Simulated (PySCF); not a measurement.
Isomers of C5H6FO (doublet state), one GFN2-xTB conformer each. Single-point energies are computed at B3LYP/pcH-1 (PySCF, gas phase, no added dispersion term), electronic only. GFN2-xTB treats the open shell by occupation alone, and not every SCF solution was tested for stability.

```json
{"SMILES": "C=[C]C1(F)COC1", "GFN2-xTB relative energy (kJ/mol)": "0.5"}
{"SMILES": "F[CH]O[C@]12C[C@H]1C2", "GFN2-xTB relative energy (kJ/mol)": "0.0"}
```

Conformers: `[CH2:1]=[C:2][C:3]1([F:4])[CH2:5][O:6][CH2:7]1` (doublet state) with C1–C2–C3–F4 0°; `[F:1][CH:2][O:3][C@:4]12[CH2:5][C@H:6]1[CH2:7]2` (doublet state) with F1–C2–O3–C4 -37°, C2–O3–C4–C5 164°.

Task: What does B3LYP/pcH-1 give for the same structures?

Result: 
```tsv
SMILES	B3LYP/pcH-1 E (Eh)	B3LYP/pcH-1 (kJ/mol)	GFN2-xTB (kJ/mol)	point group
C=[C]C1(F)COC1	-369.08043	0.0	0.5	Cs
F[CH]O[C@]12C[C@H]1C2	-369.05992	53.9	0.0	C1
```

GFN2-xTB puts F[CH]O[C@]12C[C@H]1C2 lowest instead. As drawn, the lower has a four-membered ring, which the higher lacks; the higher has a three-membered ring, which the lower lacks.
